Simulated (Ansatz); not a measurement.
Geometry optimisation, RKS PBE0-D4/def2-SVP in Ansatz 0.2.0.

Input:

```yaml
crystal:
  periodic: [false, false, false]
  atoms:
    - { symbol: In, position_ang: [0.0, 0.0, 0.0] }
    - { symbol: O, position_ang: [0.0, 0.0, 1.99] }
    - { symbol: H, position_ang: [-0.9095, -0.2814, 2.3271] }
    - { symbol: Cl, position_ang: [2.113, 0.0, -1.22] }
    - { symbol: Cl, position_ang: [-2.113, 0.0, -1.22] }
basis:
  gaussian: { orbitals: def2-SVP }
hamiltonian:
  xc: pbe0
  dispersion: d4
relax:
  f_tol: 0.02
  max_steps: 40
```

Command:

```bash
$ ansatz run input.yaml --threads 2 --pin off --max-ram 3072MiB --backend cpu --events-out ev --progress --plain --runs-dir out
```

Problem. Where does it end, and by what steps?

Solution. The run converged. After 4 steps the energy has fallen by 0.225 eV; H3 moved furthest, 0.13 Å.

```csv
step,energy less start (eV),largest force component (eV/Å),accepted
0,0.0000,1.724,yes
1,-0.1220,1.884,yes
2,-0.2071,1.201,yes
3,-0.2211,0.543,yes
4,-0.2251,0.009,yes
```

```xyz
5
Properties=species:S:1:pos:R:3
In -0.003 -0.036 -0.016
O 0.002 -0.125 1.960
H -0.897 -0.152 2.310
Cl 2.001 0.045 -1.180
Cl -2.014 -0.013 -1.197
```

Run time: 11 s on 2 threads of Arm Neoverse V2, with other jobs on the host, peak memory 0.17 GiB.
